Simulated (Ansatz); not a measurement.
A structure relaxed at PBE0-D4/def2-TZVP, charge 0, multiplicity 1:

Cartesian coordinates in Å:
```
C -0.894 -0.982 -1.051
B -0.795 -0.006 0.183
C 0.484 0.779 0.500
N 1.648 0.620 1.076
Se -0.221 2.225 -0.325
H -1.876 -0.925 -1.526
H -0.786 -2.015 -0.694
H -0.131 -0.809 -1.812
H -1.640 -0.003 1.035
H 1.897 -0.260 1.497
H 2.316 1.376 1.118
```

(1) Give its formula and SMILES.

(2) Summarise the bond lengths by kind.

Answers

(1) C2H6BNSe, `CBC(N)=[Se]`.

(2) 2 × B–C 1.534 to 1.576 Å; 3 × C–H 1.092 to 1.098 Å; 1 × B–H 1.200 Å; 1 × C–N 1.308 Å; 1 × C–Se 1.808 Å; 2 × H–N 1.007 to 1.010 Å.

Program: Ansatz 0.2.0.
